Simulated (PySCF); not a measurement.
Work out the structure from these simulated measurements.

Formula: C6H3ClFN.

* 1H NMR: chemical shifts (computed TMS as zero) by class: 4.41 (2 H), 3.87 (1 H) ppm [GIAO PBE0/pcSseg-1]
* Polarisability: 92.9 au [CAM-B3LYP/def2-SVPD]
* NMR, other nuclei: isotropic shieldings of nuclei other than C and H, by class: -77 (1 N), 246 (1 F), 786 (1 Cl) ppm [GIAO PBE0/pcSseg-1]
* Dipole: 5.25 D [CAM-B3LYP/def2-SVPD]
* Rotational structure: rotational constants A, B, C: 1.386, 1.338, 0.739 GHz [GFN2-xTB]
* Triplet: lowest triplet excitation (Tamm–Dancoff): 2.84 eV [TDA CAM-B3LYP/def2-SVPD]
* 13C NMR: chemical shifts (computed TMS as zero) by class: 165.4 (1 C), 118.3 (1 C), 110.4 (1 C), 108.3 (1 C), 76.9 (1 C), 49.6 (1 C) ppm [GIAO PBE0/pcSseg-1]

Gas-phase values; electronic properties from PySCF, density fitting. Levels stand in brackets. NMR shifts are as computed; neighbouring signals can stand in another order in a measured spectrum. Geometry: GFN2-xTB, one conformer, isolated molecule. NMR classes are plain means over equivalent atoms (diastereotopic ones count apart unless rotation or inversion swaps them), as if these changed places fast.

Question: Give a SMILES that accounts for the data.

Answer: Numbering: `[CH:1]#[C:2]/[C:3]([F:4])=[C:5](/[C:6]#[N:7])[CH2:8][Cl:9]`. Its formula, C6H3ClFN, gives 5 degrees of unsaturation: 0 rings and 5 π bonds in the structure found. 6 carbons fall into 6 classes; from least to most shielded: vinylic C–F carbon [C3] (165.4 ppm), nitrile carbon [C6] (118.3 ppm), fully substituted alkene carbon [C5] (110.4 ppm), terminal alkyne carbon [C1] (108.3 ppm), alkyne carbon [C2] (76.9 ppm), sp3 C–Cl carbon [C8] (49.6 ppm). Hydrogen classes from least to most shielded: 2 H on an sp3 C–Cl carbon, C8 (4.41 ppm), 1 H on a terminal alkyne carbon, C1 (3.87 ppm). The other shieldings belong to: -77 ppm, nitrile nitrogen [N7]; 246 ppm, vinyl fluorine [F4]; 786 ppm, alkyl chlorine [Cl9]. The optimised geometry has point group C1 and is an asymmetric top. Structure: `C#C/C(F)=C(/C#N)CCl`. The assignments are read from this structure; whether some other isomer fits the data as well wasn't checked.

Conformer computed: `[CH:1]#[C:2]/[C:3]([F:4])=[C:5](/[C:6]#[N:7])[CH2:8][Cl:9]`: C3–C5–C8–Cl9 85°.
